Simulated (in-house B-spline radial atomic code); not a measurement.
A run on Ru⁻ that did not converge. Method: scalar-relativistic (X2C) HSE06, spin-polarised, spherical fractional occupations, exact exchange averaged over the configuration, Fermi nucleus of rms radius 4.4809 fm; computed with an all-electron radial atomic-structure program (B-spline basis).

Command:
```bash
python run_scf.py task.json out
```
Settings (nuclear radius in fm, mass in u):
```
Z                44
configuration    [Kr] 4d7 5s2
hamiltonian      x2c
method           hse06
spin_polarised   True
nucleus          fermi
rms_radius       4.4809
atomic_mass      101.90434
speed_of_light   137.035999084
exact_exchange   averaged over the configuration
```

First and last ten iterations of the last attempt (damped for 15 steps, keeping 80 % of the old Fock matrix, then DIIS):
```
 iter        energy (Eh)    residual
    1       -4523.460440    4.52e-01
    2       -4524.249849    3.41e-01
    3       -4527.055111    2.28e-01
    4       -4528.563880    1.42e-01
    5       -4529.340727    9.75e-02
    6       -4529.719654    6.22e-02
    7       -4529.893438    4.41e-02
    8       -4529.968667    3.06e-02
    9       -4530.000291    2.06e-02
   10       -4530.013951    1.38e-02
  111       -4530.027796    7.99e-04
  112       -4529.986626    1.22e-02
  113       -4529.986415    1.23e-02
  114       -4529.986434    1.23e-02
  115       -4529.984644    1.26e-02
  116       -4529.984950    1.25e-02
  117       -4520.825879    1.37e-01
  118       -4520.873897    1.37e-01
  119       -4529.698187    3.70e-02
  120       -4529.695844    3.84e-02
 not converged after 120 iterations
```

The smallest residual met was 7.9e-04; the threshold is about 4e-07. No energy from this run should be used. Cost of the run: 24 s on 1 thread of Arm Neoverse N1, on a shared host.
